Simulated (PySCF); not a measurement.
A calculated (UHF, PySCF 2.14, x2c-TZVPPall with one added diffuse shell each of s, p, d, f type, the spin-free X2C one-electron Hamiltonian (Gaussian nucleus)) atom or ion has these occupied shells.

```
shell  electrons  orbital energy (eV)  rms radius, mean of both spins (bohr)
 1s α          1             -54071.0                                 0.0240
 1s β          1             -54071.0                                 0.0240
 2s α          1              -9142.5                                 0.0970
 2s β          1              -9142.3                                 0.0970
 2p α          3              -8122.9                                 0.0874
 2p β          3              -8122.8                                 0.0874
 3s α          1              -2103.5                                  0.250
 3s β          1              -2099.8                                  0.250
 3p α          3              -1783.3                                  0.250
 3p β          3              -1779.1                                  0.250
 3d α          5              -1362.8                                  0.230
 3d β          5              -1358.4                                  0.230
 4s α          1              -459.46                                  0.563
 4s β          1              -449.98                                  0.563
 4p α          3              -351.36                                  0.598
 4p β          3              -340.96                                  0.598
 4d α          5              -200.12                                  0.657
 4d β          5              -186.73                                  0.657
 5s α          1              -75.943                                   1.38
 5s β          1              -72.352                                   1.38
 5p α          3              -46.220                                   1.60
 5p β          3              -43.523                                   1.60
 4f α          7              -33.251                                  0.882
 4f β          2              -27.170                                  0.882
 6s α          1              -14.193                                   3.75
 6p α          1               -9.896                                   4.54
```

Task: Name the element and its charge.

Result: Dy⁺ (dysprosium, charge +1), in [Xe] 4f9 6s1 6p1, one real determinant (an excited configuration).
